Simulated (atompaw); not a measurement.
An all-electron radial function and its pseudo partner (samarium)

Columns: radius, all-electron u(r) and pseudo u(r) of the 5p shell (level -23.23 eV) of samarium in the configuration [Kr] 4d10 4f6 5s2 5p6 5d0 6s2 6p0; PBE, scalar-relativistic, PAW (atompaw) scheme, atompaw 4.2.0.5.

```json
{"r (bohr)": "0.115", "all-electron": "0.0989", "pseudo": "0.0125"}
{"r (bohr)": "0.231", "all-electron": "0.2238", "pseudo": "0.0495"}
{"r (bohr)": "0.346", "all-electron": "-0.2179", "pseudo": "0.1081"}
{"r (bohr)": "0.462", "all-electron": "-0.4511", "pseudo": "0.1856"}
{"r (bohr)": "0.577", "all-electron": "-0.3660", "pseudo": "0.2757"}
{"r (bohr)": "0.692", "all-electron": "-0.1105", "pseudo": "0.3735"}
{"r (bohr)": "0.808", "all-electron": "0.1858", "pseudo": "0.4739"}
{"r (bohr)": "0.923", "all-electron": "0.4459", "pseudo": "0.5693"}
{"r (bohr)": "1.038", "all-electron": "0.6454", "pseudo": "0.6549"}
{"r (bohr)": "1.154", "all-electron": "0.7821", "pseudo": "0.7267"}
{"r (bohr)": "1.269", "all-electron": "0.8610", "pseudo": "0.7801"}
{"r (bohr)": "1.385", "all-electron": "0.8942", "pseudo": "0.8135"}
{"r (bohr)": "1.500", "all-electron": "0.8923", "pseudo": "0.8260"}
{"r (bohr)": "1.615", "all-electron": "0.8656", "pseudo": "0.8185"}
{"r (bohr)": "1.731", "all-electron": "0.8217", "pseudo": "0.7930"}
{"r (bohr)": "1.846", "all-electron": "0.7679", "pseudo": "0.7530"}
{"r (bohr)": "1.962", "all-electron": "0.7080", "pseudo": "0.7020"}
{"r (bohr)": "2.077", "all-electron": "0.6468", "pseudo": "0.6451"}
{"r (bohr)": "2.192", "all-electron": "0.5862", "pseudo": "0.5860"}
{"r (bohr)": "2.308", "all-electron": "0.5273", "pseudo": "0.5273"}
{"r (bohr)": "2.423", "all-electron": "0.4722", "pseudo": "0.4722"}
{"r (bohr)": "2.538", "all-electron": "0.4210", "pseudo": "0.4210"}
{"r (bohr)": "2.654", "all-electron": "0.3737", "pseudo": "0.3737"}
{"r (bohr)": "2.769", "all-electron": "0.3309", "pseudo": "0.3309"}
{"r (bohr)": "2.885", "all-electron": "0.2921", "pseudo": "0.2921"}
{"r (bohr)": "3.000", "all-electron": "0.2575", "pseudo": "0.2575"}
```

(1) How many radial nodes do the two functions have?

(2) At about which radius was the pseudo-wave matched?

(3) Where does each function peak?

(4) Is the pseudo-wave norm-conserving?

## Answers

(1) The all-electron 5p function has n − l − 1 = 3 (the table is too coarse to show those close to the nucleus); the pseudo-wave has 0, since the states of the same l below it are removed with the core.

(2) 2.35 bohr. The columns agree to 0.0005 from 2.19 bohr on; several derivatives are matched, so the curves merge somewhat inside the radius.

(3) Outermost all-electron maximum near 1.39 bohr, pseudo maximum near 1.50 bohr (to the table’s step).

(4) No, it belongs to a PAW set: the norm inside the radius is not constrained, and the difference is carried by the augmentation charge.
